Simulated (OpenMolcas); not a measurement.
Mo3+: moving the ligands

Mo3+ with 4 ligands (bromide) in tetrahedral coordination (Td) at 2.47 Å. A charge of +0.25 e stands 2.6 Å behind each ligand. Ligand basis ANO-RCC-VDZP.
```
Mo    0.0000    0.0000    0.0000
Br    1.4261    1.4261    1.4261
Br    1.4261   -1.4261   -1.4261
Br   -1.4261    1.4261   -1.4261
Br   -1.4261   -1.4261    1.4261
```

| Property | Result |
| --- | --- |
| Program | OpenMolcas 26.06 |
| Method | CASSCF |
| Basis | ANO-RCC-VDZP [6s5p3d1f] |
| Scalar Hamiltonian | DKH2, point nucleus |
| Active space | 3 electrons in 5 orbitals (4d) |
| State averaging | 2S+1 = 4 even, 10 roots; 2S+1 = 2 even, 40 roots |
| Spin-orbit coupling | RASSI with atomic mean-field integrals over the reference wave functions |

Runs around this geometry, states (labels of Td). Energies in cm-1 above the lowest state or level, χT in cm3 K/mol; under a threefold ground state the first gap can be a small split of the lowest multiplet, not the spin-orbit step.

```json
{"R (Å)": "2.41", "Ground state": "4T1", "First state of that spin": "4T2 7526", "First gap with spin-orbit (degeneracies)": "169.8 (4, 2)", "χT at 300 K": "1.245", "First state of another spin": "2E 4445"}
{"R (Å)": "2.47", "Ground state": "4T1", "First state of that spin": "4T2 6911", "First gap with spin-orbit (degeneracies)": "165.7 (4, 2)", "χT at 300 K": "1.160", "First state of another spin": "2E 5292"}
{"R (Å)": "2.62", "Ground state": "4T1", "First state of that spin": "4T2 5606", "First gap with spin-orbit (degeneracies)": "172.8 (4, 2)", "χT at 300 K": "0.983", "First state of another spin": "2E 7094"}
```

Taking the first state of the same spin as R^-n, n = -ln(5606 / 7526) / ln(2.62 / 2.41) = 3.5 between the shortest and longest distance.

An orbital triplet at a regular site is open to Jahn-Teller coupling, which can distort the site and quench the lowest spin-orbit gaps and is left out. Without dynamic correlation the repulsion within the d shell is too large (B by tens of per cent), so at a given field states of lower spin stand too high. With metal d orbitals alone the field can be off either way by tens of per cent. Ligand-to-metal charge-transfer states are missing. With no ligand orbital active B as a rule stays too high, so bands that hang on it stand too high and its fall with covalency is understated. This shell can be high or low spin here, a state of another spin lies low, and with metal d orbitals alone active their balance is uncertain, so the ground spin may be wrong (holds for R = 2.41; R = 2.47). The least metal-like active orbital is 76 % on the metal (Löwdin) and no ligand orbital is active, so the numbers are rough (holds for R = 2.41). The least metal-like active orbital is 78 % on the metal (Löwdin) and no ligand orbital is active, so the numbers are rough (holds for R = 2.47). The least metal-like active orbital is 82 % on the metal (Löwdin) and no ligand orbital is active, so the numbers are rough (holds for R = 2.62). No measured value stands beside these numbers; the geometry was imposed, not optimised, and the real ion may take another.
